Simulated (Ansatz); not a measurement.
Zr (SMILES [Zr]), triplet (typed; the unrestricted solution is spin-contaminated) (core potentials on Zr). Base run: PBE0/def2-TZVP (Ansatz, a first-principles code).

Input for Ansatz:
Ansatz 0.2 input:
```yaml
crystal:
  periodic: [false, false, false]
  atoms:
    - {symbol: Zr, position_ang: [0.00000000, 0.00000000, 0.00000000]}
basis:
  gaussian:
    orbitals: def2-TZVP
hamiltonian:
  xc: pbe0
magnetization: {spin_polarized: true, initial_magnetization: 2}
```

Variants of this job, named by their change:

```json
[
 {"change": "base", "basis functions": "40", "E (Eh)": "-46.88229"},
 {"change": "basis = ANO-RCC-VDZP; relativity = none", "basis functions": "43", "E (Eh)": "-3493.95207"},
 {"change": "basis = jorge-DZP-DKH; relativity = none", "basis functions": "48", "E (Eh)": "-3522.49115"},
 {"change": "basis = jorge-DZP-DKH; relativity = spin-free X2C", "basis functions": "48", "E (Eh)": "-3597.64548"},
 {"change": "basis = Sapporo-DKH3-DZP-2012; relativity = spin-free X2C", "basis functions": "52", "E (Eh)": "-3597.77677"},
 {"change": "basis = ANO-RCC-VDZP; relativity = spin-free X2C", "basis functions": "43", "E (Eh)": "-3597.87029"},
 {"change": "basis = Sapporo-DKH3-DZP-2012; relativity = none", "basis functions": "52", "E (Eh)": "-3495.68348"},
 {"change": "basis = ANO-RCC-VDZP; relativity = spin-free X2C; nucleus = Gaussian", "basis functions": "43", "E (Eh)": "-3597.82596"},
 {"change": "basis = jorge-DZP-DKH; relativity = spin-free X2C; nucleus = Gaussian", "basis functions": "48", "E (Eh)": "-3597.60627"},
 {"change": "basis = Sapporo-DKH3-DZP-2012; relativity = spin-free X2C; nucleus = Gaussian", "basis functions": "52", "E (Eh)": "-3597.73630"}
]
```

Totals shift with the method and basis; they matter in differences.

Ansatz warned in this series: the basis is contracted for relativity, which the run leaves out.

Basis sets contracted for a relativistic Hamiltonian are a mismatch without it, so the rows without relativity aren't non-relativistic limits. No row has spin-orbit coupling; sets with core potentials leave out the core electrons.
